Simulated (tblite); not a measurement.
Compound: C₄H₅BrF₂.
Numbering: `[CH2:1]=[C:2]([CH2:3][F:4])[C@H:5]([F:6])[Br:7]` (hydrogens: H8, H9 on C1; H10, H11 on C3; H12 on C5)

Computed with GFN2-xTB (tblite), gas phase: L-BFGS steps from a force-field or distance-geometry start until the largest atomic force falls under 0.01 eV/Å.

At the end of the run (lengths in Å): C5–Br7 1.983, C3–F4 1.365, C5–F6 1.354, C5–H12 1.094, C2–C3 1.503, C3–H11 1.097, C2–C5 1.494, C3–C2–C5 114.3°, C2–C3–F4 111.6°, F6–C5–Br7 106.8°, C1–C2–C3 124.0°, C1–C2–C3–F4 5°, C1–C2–C5–F6 -135°, H12–C5–C2–C1 -12°.

Task: These geometries were met on the way; a selection of coordinates is given. Order them by energy above the end point, lowest first.
A. C5–Br7 1.969, C3–F4 1.361, C5–F6 1.348, C5–H12 1.080, C2–C3 1.503, C3–H11 1.096, C2–C5 1.487, C3–C2–C5 121.5°, C2–C3–F4 107.3°, F6–C5–Br7 110.8°, C1–C2–C3 118.7°, C1–C2–C3–F4 1°, C1–C2–C5–F6 -123°, H12–C5–C2–C1 -2°
B. C5–Br7 1.909, C3–F4 1.406, C5–F6 1.391, C5–H12 1.126, C2–C3 1.480, C3–H11 1.117, C2–C5 1.483, C3–C2–C5 120.7°, C2–C3–F4 105.0°, F6–C5–Br7 113.2°, C1–C2–C3 119.9°, C1–C2–C3–F4 1°, C1–C2–C5–F6 -120°, H12–C5–C2–C1 -5°
C. C5–Br7 1.975, C3–F4 1.367, C5–F6 1.351, C5–H12 1.091, C2–C3 1.508, C3–H11 1.099, C2–C5 1.496, C3–C2–C5 117.1°, C2–C3–F4 110.9°, F6–C5–Br7 105.7°, C1–C2–C3 122.8°, C1–C2–C3–F4 1°, C1–C2–C5–F6 -127°, H12–C5–C2–C1 -4°
D. C5–Br7 1.982, C3–F4 1.372, C5–F6 1.359, C5–H12 1.105, C2–C3 1.510, C3–H11 1.097, C2–C5 1.503, C3–C2–C5 119.0°, C2–C3–F4 110.7°, F6–C5–Br7 106.6°, C1–C2–C3 121.1°, C1–C2–C3–F4 2°, C1–C2–C5–F6 -127°, H12–C5–C2–C1 -5°
E. C5–Br7 2.008, C3–F4 1.366, C5–F6 1.345, C5–H12 1.090, C2–C3 1.499, C3–H11 1.090, C2–C5 1.482, C3–C2–C5 120.7°, C2–C3–F4 109.9°, F6–C5–Br7 107.8°, C1–C2–C3 119.4°, C1–C2–C3–F4 2°, C1–C2–C5–F6 -126°, H12–C5–C2–C1 -3°

Result: C (0.022 eV), D (0.045 eV), E (0.080 eV), A (0.140 eV), B (0.301 eV).

```json
{"step": "11", "E above end (eV)": "0.022", "rms distance from the end, all atoms (Å)": "0.090", "largest force (eV/Å)": "0.292", "rms shift of all bonds from the end (Å)": "0.003"}
{"step": "7", "E above end (eV)": "0.045", "rms distance from the end, all atoms (Å)": "0.110", "largest force (eV/Å)": "0.320", "rms shift of all bonds from the end (Å)": "0.005"}
{"step": "4", "E above end (eV)": "0.080", "rms distance from the end, all atoms (Å)": "0.125", "largest force (eV/Å)": "0.428", "rms shift of all bonds from the end (Å)": "0.010"}
{"step": "2", "E above end (eV)": "0.140", "rms distance from the end, all atoms (Å)": "0.140", "largest force (eV/Å)": "0.687", "rms shift of all bonds from the end (Å)": "0.007"}
{"step": "0", "E above end (eV)": "0.301", "rms distance from the end, all atoms (Å)": "0.151", "largest force (eV/Å)": "1.775", "rms shift of all bonds from the end (Å)": "0.031"}
```

Rows stand in the order of the answer.
